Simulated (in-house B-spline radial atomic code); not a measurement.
How numerical settings move a run on the titanium ion Ti³⁺, [Ar] 3d1. Computed with a B-spline radial code for spherical atoms: Dirac-Kohn-Sham LDA VWN5, spherical fractional occupations, Fermi nucleus of rms radius 3.5921 fm.

Command:
```bash
python run_scf.py task.json out
```
Settings of the sound reference run:
```
Z                22
electrons        19
configuration    [Ar] 3d1
hamiltonian      dirac
method           lda,vwn
spin_polarised   False
nucleus          fermi
rms_radius       3.5921
mass_number      48
atomic_mass      47.94794
speed_of_light   137.036
knot_spacing     0.22
spline_order     8
gauss_points     12
box_radius       16.22
max_iterations   70
damping          0.5
damped_steps     3
diis_vectors     10
tolerance        1e-08
start            Thomas-Fermi
```

Run time, properties included: 1.6 s on 1 thread of Arm Neoverse N1, on a shared host.

It converges in 9 iterations to -849.956266 hartree, with 3d5/2 at -34.9195 eV. The other runs change the listed settings, some to values that make no sense; their results aren't properties of the atom or ion. Radii are in bohr (the nuclear one in fm), a minus after a letter asks for a j subshell, and «unchanged» means within 1e-8 hartree. The run stops when the residual is below 10 × tolerance × max(1, Z/10), or a noise floor if that is larger, and the energy moves by less than 1e-8 × √|E| hartree; so very loose and very tight tolerances often act alike.

```tsv
changed settings	outcome
spline_order = 3, max_iterations = 12, damped_steps = 0, diis_vectors = 0	not converged after 12 iterations, last residual 2.3e-05, last energy +1.80e-02 hartree from the reference
tolerance = 1e-06	converged in 8 iterations, energy unchanged, 3d5/2 level -8.5e-05 eV
spline_order = 7	converged in 9 iterations, energy +2.58e-08 hartree from the reference
electrons = 29, configuration = [Ar] 3d11, max_iterations = 75	stopped with error: shell 3d holds at most 10 electrons
electrons = 20, configuration = [Ar] 3d1 1f1, max_iterations = 100	stopped with error: there is no 1f shell
spline_order = 3	converged in 9 iterations, energy +1.80e-02 hartree from the reference, 3d5/2 level -7.9e-03 eV
gauss_points = 3, max_iterations = 2, damping = 0.95, damped_steps = 8	not converged after 2 iterations, last residual 2.9e-01, last energy +2.00e+00 hartree from the reference
knot_spacing = 1, spline_order = 3, gauss_points = 16, max_iterations = 60, tolerance = 1e-13	converged in 9 iterations, energy +1.04e+01 hartree from the reference, 3d5/2 level -3.6e+00 eV
tolerance = 1e-13	converged in 9 iterations, energy unchanged
start = bare nucleus	converged in 9 iterations, energy unchanged, 3d5/2 level -2.6e-06 eV
```

Question: What happens with knot_spacing = 1, gauss_points = 5, max_iterations = 75, diis_vectors = 0?

Answer: Converged in 20 iterations, energy +2.54e+00 hartree from the reference, 3d5/2 level -3.1e-01 eV (the program warns: 3s1/2 reaches the box edge).

Question: What happens with spline_order = 6?

Answer: Converged in 9 iterations, energy +3.44e-07 hartree from the reference.

Question: What happens with spline_order = 4?

Answer: Converged in 9 iterations, energy +2.67e-04 hartree from the reference, 3d5/2 level -1.7e-04 eV.

Question: What happens with spline_order = 5?

Answer: Converged in 9 iterations, energy +7.40e-06 hartree from the reference, 3d5/2 level -6.4e-06 eV.
